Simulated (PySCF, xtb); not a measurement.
B(Me)(OMe)(SH) (C₂H₇BOS), SMILES COB(C)S.

GFN2-xTB run with xtb 6.7.1 at its own geometry gives an orbital gap of 5.10 eV and a dipole moment of 1.41 D.

Coordinates come from a B3LYP-D3(BJ)/def2-SVP optimisation. The structure was generated by enumeration, and PubChem lists no compound with its InChIKey, so it may never have been made. Other conformers were not sampled.

Q: What does PBE/def2-TZVP in PySCF give? (An estimate is asked for; the answer gives what the named calculation found.)

A: gap 5.74 eV (levels -6.33 and -0.59 eV), dipole 0.18 D.
